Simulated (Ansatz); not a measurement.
TaSi7. Charge 0, multiplicity 2. Geometry PBE-D4/def2-SVP.

Cartesian coordinates in Å:
```
Ta 2.690 -0.301 0.252
Si 1.603 -1.297 -1.732
Si -1.399 -0.199 0.563
Si -3.267 1.078 0.261
Si 0.349 -1.799 0.244
Si 0.576 0.652 -0.605
Si -1.433 1.879 -0.877
Si 0.882 -0.013 1.893
```

In the def2 sets Ta takes a core potential; there is no spin–orbit coupling. The structure comes from a short search, and lower isomers may exist.

Estimate the α-spin orbital energies around the gap (eV) in Ansatz with PBE-D4/def2-TZVP, BLYP-D4/def2-TZVP, B97M-V/def2-TZVP, PBE0-D4/def2-SVP, PBE0-D4/def2-TZVP.


```
orbital  PBE-D4/def2-TZVP  BLYP-D4/def2-TZVP  B97M-V/def2-TZVP  PBE0-D4/def2-SVP  PBE0-D4/def2-TZVP
 HOMO−9             -7.19              -6.90             -7.42             -8.31              -8.13
 HOMO−8             -7.01              -6.74             -7.23             -8.13              -7.95
 HOMO−7             -6.68              -6.39             -6.87             -7.75              -7.58
 HOMO−6             -6.47              -6.23             -6.65             -7.45              -7.32
 HOMO−5             -6.18              -5.91             -6.35             -7.13              -6.98
 HOMO−4             -5.84              -5.62             -6.02             -6.77              -6.63
 HOMO−3             -5.43              -5.20             -5.63             -6.41              -6.26
 HOMO−2             -5.30              -5.05             -5.44             -6.21              -6.08
 HOMO−1             -4.95              -4.68             -5.08             -5.84              -5.72
   HOMO             -4.49              -4.22             -4.64             -5.42              -5.30
   LUMO             -3.77              -3.58             -3.95             -3.26              -3.18
 LUMO+1             -3.51              -3.26             -3.51             -2.97              -2.88
 LUMO+2             -3.44              -3.22             -3.39             -2.88              -2.81
 LUMO+3             -3.25              -3.01             -3.16             -2.76              -2.65
 LUMO+4             -2.71              -2.50             -2.66             -2.18              -2.11
 LUMO+5             -2.49              -2.28             -2.42             -1.95              -1.90
 β HOMO             -4.83              -4.57             -4.89             -5.57              -5.44
 β LUMO             -3.63              -3.52             -3.66             -3.10              -3.03
```
